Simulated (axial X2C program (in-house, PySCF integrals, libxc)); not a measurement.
**NaBi⁺: from the spin-free to the two-component result**

Computed with an in-house all-electron X2C program for linear molecules (integrals from PySCF). Spin-free means the one-electron spin-free X2C Hamiltonian; two-component (2c) means X2C with spin–orbit coupling and atomic mean-field two-electron Coulomb and Gaunt terms, so the difference of the two also holds small scalar two-electron terms. Basis: Bi dyall-cv3z [12s14p10d6f1g], Na dyall-cv3z [9s8p5d2f] (cores contracted in-house); Gaussian nuclei, density fitting, unrestricted open shells. Masses: Bi 208.980 u, Na 22.990 u.

Spin-free state: M_S = 3/2, Λ = 0 (beyond evenly filled blocks: σα, π+α, π-α); fragments Bi + Na+.

| level | Re (Å) | ωe (cm⁻¹) | De (eV) | μ (D) |
| --- | --- | --- | --- | --- |
| PBE0 | 3.349 | 103.5 | 0.393 | 11.14 |
| HF | 3.450 | 95.2 | 0.301 | 12.02 |
| MP2 | 3.441 | 95.8 | 0.304 | n/a |
| CCSD | 3.439 | 96.1 | 0.306 | n/a |
| CCSD(T) | 3.439 | 96.2 | 0.306 | n/a |
| PBE50 | 3.340 | 104.1 | 0.363 | 11.31 |

Correlated methods: 5 electrons correlated (number of frozen shells: Bi 5 s, 4 p, 3 d, 1 f; Na 2 s, 1 p), 271 virtual spin orbitals or spinors in MP2, 57 natural virtuals in coupled cluster.

Dipoles are positive if Na is the positive end and refer to the centre of mass.

Two-component determinant lowest at the distance of the search:

Ω = 1/2 (⟨Sz⟩ = 0.14, ⟨Lz⟩ = 0.36 at HF); fragments Bi + Na+.

```json
{"level": "PBE0", "Re (Å)": "3.323", "ωe (cm⁻¹)": "115.2", "De (eV)": "0.456", "μ (D)": "10.28"}
{"level": "HF", "Re (Å)": "3.396", "ωe (cm⁻¹)": "110.3", "De (eV)": "0.130", "μ (D)": "11.25"}
{"level": "MP2", "Re (Å)": "3.392", "ωe (cm⁻¹)": "110.2", "De (eV)": "0.261", "μ (D)": "n/a"}
{"level": "CCSD", "Re (Å)": "3.391", "ωe (cm⁻¹)": "109.6", "De (eV)": "0.382", "μ (D)": "n/a"}
{"level": "CCSD(T)", "Re (Å)": "3.392", "ωe (cm⁻¹)": "109.3", "De (eV)": "0.394", "μ (D)": "n/a"}
{"level": "PBE50", "Re (Å)": "3.301", "ωe (cm⁻¹)": "118.9", "De (eV)": "0.404", "μ (D)": "10.54"}
```

(1) From the two tables, how do the constants change at the CCSD(T) level (2c against spin-free)?

One determinant describes the state; a PBE0 search over occupations chose it and may have missed a lower one. Dissociation energies refer to the lowest single-determinant-based atoms at the same level and basis. Density functionals use the spin component along the axis (collinear). CCSD and (T) use frozen natural virtuals with an MP2 correction for the truncation; (T) itself is uncorrected, so its De runs slightly low. PBE0 can misorder states that lie within some tenths of an eV, so this need not be the ground state of the molecule. The nearest other spin-free determinant of the search, M_S = 1/2, Λ = 1, lies 0.82 eV up at the distance of the search. Without a current term, density functionals place determinants with orbital angular momentum somewhat too high. With the outer-core shells frozen, correlated bond lengths of heavy atoms tend to come out a few hundredths of an ångström too long.

## Answers

(1) At the CCSD(T) level Re falls by 0.047 Å and ωe rises by 13.1 cm⁻¹; De changes by 0.088 eV. The two determinants differ in configuration, so these shifts compare two states and are not the spin–orbit effect on one state.
